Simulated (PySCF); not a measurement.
Radial density of As (arsenic, neutral)

UHF, [Ar] 3d10 4s2 4p2 5s1, 5s spin antiparallel (an excited configuration). Calculation: PySCF 2.14, in aug-cc-pVQZ-PP with one added diffuse shell each of s, p, d, f, g type with ECP10MDF (8s7p6d4f3g, 114 functions); scalar relativity through the core potential. This is the valence pseudo-density: the core potential removes the inner electrons and smooths the orbitals near the nucleus.

| r (bohr) | 4πr²ρ (e/bohr) | 4πr²(ρα − ρβ) |
| --- | --- | --- |
| 0.000936 | 2.964e-05 | 0.0000 |
| 0.00157 | 8.236e-05 | 0.0000 |
| 0.00265 | 0.0002231 | 0.0000 |
| 0.00446 | 0.0005797 | 0.0000 |
| 0.00749 | 0.001436 | 0.0000 |
| 0.0126 | 0.003260 | 0.0000 |
| 0.0212 | 0.006622 | 0.0000 |
| 0.0357 | 0.01329 | -0.0001 |
| 0.0600 | 0.05223 | -0.0001 |
| 0.101 | 0.4398 | -0.0009 |
| 0.170 | 3.125 | -0.0027 |
| 0.285 | 14.31 | 0.0379 |
| 0.480 | 30.70 | 0.1133 |
| 0.808 | 15.92 | -0.0087 |
| 1.36 | 3.694 | 0.6342 |
| 2.28 | 1.800 | 0.9467 |
| 3.84 | 0.3300 | 0.0985 |
| 6.46 | 0.1806 | -0.1750 |
| 10.9 | 0.03699 | -0.0370 |
| 18.3 | 0.0003461 | -0.0003 |

Energies and moments cover only the electrons outside the core potential. The outer electron is Rydberg-like, and this basis confines it to a smaller radius and binds it less than a complete one would. With the s spin flipped the determinant is a mixture of two multiplicities, not a spectroscopic state.
